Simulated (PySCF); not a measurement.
M06-L on Zr⁻ (zirconium, charge -1), [Kr] 4d3 5s2, high-spin 4F determinant. Calculation: PySCF 2.14, in aug-cc-pwCVTZ-PP with ECP28MDF (8s8p7d4f3g, 122 functions); scalar relativity through the core potential.

```
cycle= 1 E= -46.7662651926791  delta_E= -0.021  |g|= 0.0642  |ddm|= 3.39
cycle= 2 E= -46.769889910606  delta_E= -0.00362  |g|= 0.0538  |ddm|= 1.26
cycle= 3 E= -46.771312926784  delta_E= -0.00142  |g|= 0.0481  |ddm|= 0.305
cycle= 4 E= -46.7734460367991  delta_E= -0.00213  |g|= 0.00714  |ddm|= 0.367
cycle= 5 E= -46.7735400319217  delta_E= -9.4e-05  |g|= 0.00262  |ddm|= 0.161
cycle= 6 E= -46.7735516420109  delta_E= -1.16e-05  |g|= 0.000864  |ddm|= 0.0635
cycle= 7 E= -46.7735526299436  delta_E= -9.88e-07  |g|= 0.000447  |ddm|= 0.0107
cycle= 8 E= -46.7735529254708  delta_E= -2.96e-07  |g|= 6.49e-05  |ddm|= 0.00555
cycle= 9 E= -46.7735529308372  delta_E= -5.37e-09  |g|= 3.08e-05  |ddm|= 0.0019
cycle= 10 E= -46.7735529325224  delta_E= -1.69e-09  |g|= 2.9e-06  |ddm|= 0.000684
cycle= 11 E= -46.7735529325394  delta_E= -1.71e-11  |g|= 3.3e-07  |ddm|= 4.85e-05
converged SCF energy = -46.7735529325394  <S^2> = 3.7626481  2S+1 = 4.0063191
```

Highest occupied orbital energy: 1.665 eV; ⟨L²⟩ = 12.04; populations by l: s 4.00, p 6.00, d 3.00, f 0.00.

Q: Can this result be used?

A: With care. The calculation finished and met its thresholds. Energies and moments cover only the electrons outside the core potential. At M06-L the highest occupied level has a positive energy, so only the finite basis holds that electron; in a semilocal or global hybrid functional this comes from self-interaction and does not mean that the real anion is unbound.
